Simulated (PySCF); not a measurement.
An unknown is described by computed data only.

Elements present: C, H, N and Si. Monoisotopic mass: 105.0430 u.

* XPS: Si2p3/2 106.9 (×2), C1s 290.6, C1s 291.7, N1s 404.0, Si1s 1846.8 (×2) eV [ΔSCF SCAN, pcX-2 on the ionised atom, pcseg-1 elsewhere, spin-free X2C, 2p3/2 from a spin–orbit splitting computed afterwards within the 2p shell]
* 1H NMR: chemical shifts (computed TMS as zero) by class: 4.72 (6 H), 2.83 (2 H), 1.20 (3 H) ppm [GIAO PBE0/pcSseg-1]
* Polarisability: 86.8 au [CAM-B3LYP/def2-SVPD]
* Dipole: 0.90 D [CAM-B3LYP/def2-SVPD]
* Rotational structure: rotational constants A, B, C: 2.804, 2.724, 1.560 GHz [PBE0-D3(BJ)/def2-SVP]
* Valence photoelectron: vertical ionisation energy: 8.89 eV [ΔSCF CAM-B3LYP/def2-SVPD]
* NMR, other nuclei: isotropic shieldings of nuclei other than C and H, by class: 252 (1 N), 396 (2 Si) ppm [GIAO PBE0/pcSseg-1]
* UV, first state: lowest singlet excitation: 6.11 eV (203 nm, f = 0.001) [TDDFT CAM-B3LYP/def2-SVPD]
* 13C NMR: chemical shifts (computed TMS as zero) by class: 46.2 (1 C), 16.3 (1 C) ppm [GIAO PBE0/pcSseg-1]

Electronic properties: PySCF, gas phase, density fitting. Levels stand in brackets. Geometry: PBE0-D3(BJ)/def2-SVP, one conformer, isolated molecule. NMR classes are plain means over equivalent atoms (diastereotopic ones count apart unless rotation or inversion swaps them), as if these changed places fast.

**Question.** Which formula fits the mass and the elements?

**Answer.** C2H11NSi2 (calculated 105.0430). No other formula that holds each of these elements comes within 0.0003 u with a fitting electron parity and a possible valence count.

**Question.** Propose a structure and show how it fits.

**Answer.** Numbering: `[CH3:1][CH2:2][N:3]([SiH3:4])[SiH3:5]`. Its formula, C2H11NSi2, gives 0 degrees of unsaturation, so no ring and no π bond. 2 carbons fall into 2 classes; from least to most shielded: sp3 carbon bound to nitrogen [C2] (46.2 ppm), methyl carbon [C1] (16.3 ppm). Hydrogen classes from least to most shielded: 6 H on 2 SiH3 silicons, Si4/Si5 (4.72 ppm), 2 H on an sp3 carbon bound to nitrogen, C2 (2.83 ppm), 3 H on a methyl carbon, C1 (1.20 ppm). The other shieldings belong to: 252 ppm, nitrogen bridging silicon atoms [N3]; 396 ppm, SiH3 silicon [Si4/Si5]. The core levels belong to: Si2p3/2 106.9 eV, SiH3 silicon [Si4/Si5]; C1s 290.6 eV, methyl carbon [C1]; C1s 291.7 eV, sp3 carbon bound to nitrogen [C2]; N1s 404.0 eV, nitrogen bridging silicon atoms [N3]; Si1s 1846.8 eV, SiH3 silicon [Si4/Si5]. One atom of each topological class was ionised and stands for its class. The first electron is taken from the HOMO, whose largest Löwdin shares are 0.51 on the nitrogen bridging silicon atoms, 0.09 on each of 2 atoms of one kind (SiH3 silicon) and 0.07 on the sp3 carbon bound to nitrogen. By its constants the optimised geometry is an asymmetric top. Structure: `CCN([SiH3])[SiH3]`. The assignments are read from this structure; whether some other isomer fits the data as well wasn't checked.

Conformer computed: `[CH3:1][CH2:2][N:3]([SiH3:4])[SiH3:5]`: C1–C2–N3–Si4 84°.
